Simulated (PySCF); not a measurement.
Se(Br)(SMe) (CH3BrSSe), SMILES S(C)[Se]Br.

Geometry: r2SCAN-D4/def2-SVP. This is a generated structure with no PubChem entry under its InChIKey; it may be hypothetical. The values are those of a single conformer.

Two levels are set side by side: PBE/def2-TZVP (PySCF) and M06-2X/def2-TZVP (PySCF). Same geometry, gas phase. Differences are taken from unrounded values.

```tsv
quantity	M06-2X
orbital gap (eV)	6.21
highest occupied level (eV)	-8.01
lowest empty level (eV)	-1.80
dipole moment (D)	2.54
mean polarisability (bohr³)	81.2
```

Task: What does PBE give, and how far is it from M06-2X? (An estimate is asked for; the answer gives what the named calculation found.)

Result: 
```csv
quantity,PBE,PBE minus M06-2X
orbital gap (eV),2.28,-3.93
highest occupied level (eV),-5.69,2.31
lowest empty level (eV),-3.42,-1.62
dipole moment (D),2.59,0.05
mean polarisability (bohr³),83.8,2.6
```

PBE's occupied levels lie high since its potential decays too fast outside the molecule; exact exchange lowers them and widens the gap. Loosely held outer electrons make PBE densities more polarisable. Differences between two approximate levels are no errors against the true value.

Rough cost on one machine, each run with all the roots and properties that it gave: M06-2X against PBE about 3 times.
